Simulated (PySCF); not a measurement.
C₂H₇AlS. Atoms are numbered in the order given.

```xyz
11

Al    -0.5678     0.5801     0.6267
H     -2.0566     0.0282     0.8501
C      0.1671     2.2042     1.4412
H      0.1231     2.1444     2.5498
H     -0.4275     3.0960     1.1482
H      1.2213     2.3874     1.1511
S      0.7203    -0.6013    -0.7017
C     -0.3743    -1.9929    -1.2144
H     -1.3789    -1.9200    -0.7546
H      0.0958    -2.9471    -0.9092
H     -0.4777    -1.9781    -2.3160
```
Charge 0, spin multiplicity 1.

Geometry: PBE-D3(BJ)/def2-SVP. The structure was generated by enumeration; whether it is a known compound was not checked. One conformer was computed; it need not be the lowest.

Method: CAM-B3LYP/def2-TZVP run with PySCF.

The molecule is in vacuum.

Computed frontier levels, gap, dipole moment and polarisability:
| Quantity | Value |
|---|---|
| highest occupied level | -8.29 eV |
| lowest empty level | 0.06 eV |
| orbital gap | 8.36 eV |
| dipole moment | 1.01 D |
| quadrupole, principal values (traceless, Buckingham form, about the centre of nuclear charge) | -6.68, 2.33, 4.35 D·Å |
| mean static polarisability | 72.9 bohr³ (10.80 Å³) |
| polarisability, principal values | 56.4, 68.4, 93.9 bohr³ |
